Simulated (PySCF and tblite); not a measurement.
C₇H₇FO, numbered as in [CH3:1][O:2][c:3]1[cH:4][cH:5][cH:6][cH:7][c:8]1[F:9].

Geometries PBE0-D3(BJ)/def2-SVP; weights from PBE0-D3(BJ)/def2-SVPD (IEF-PCM, chloroform) energies and GFN2-xTB thermal corrections, with symmetry numbers and mirror pairs. Conformers within 3 kcal/mol (GFN2-xTB free energy) were kept, 8 at most. Couplings: B3LYP/pcSseg-1 with pcJ-1 on H, F (gas phase; spin-dipole term only for pairs with B, N, F, Si or P). Couplings are for ¹⁹F, ¹H. Run with PySCF (density fitting) and tblite.

Torsions listed: C1–O2–C3–C4. Of a mirror pair one member is shown.

```json
{"conformer": "1", "shape": "1°", "weight %": "98.7"}
{"conformer": "2", "shape": "150°", "weight %": "1.3"}
```

(1) Give the couplings in each conformer and the averages at 298.15 K (pairs that fast motion interchanges averaged).

Thermal terms of a conformer that GFN2-xTB lacks, or places elsewhere, come from the nearest GFN2-xTB minimum; such a conformer stays in the set even outside the window.

Computed couplings to fluorine can be off by tens of per cent at such levels.

## Answers

(1) 
```csv
coupling,pairs,1,2,average (Hz)
"⁴J(H4,F9)",1,8.1,8.4,8.1
"⁵J(H5,F9)",1,-1.8,-1.1,-1.8
"⁴J(H6,F9)",1,3.7,3.8,3.7
"³J(H7,F9)",1,11.4,14.8,11.4
"²J(H1,H1)",3,-11.7,-11.6,-11.7
"³J(H4,H5)",1,9.1,9.1,9.1
"⁴J(H4,H6)",1,1.0,1.2,1.0
"³J(H5,H6)",1,8.4,8.2,8.4
"⁴J(H5,H7)",1,1.1,1.1,1.1
"³J(H6,H7)",1,8.9,9.1,8.9
```

Only couplings over up to 5 bonds are listed; longer-range ones, if any, are left out.
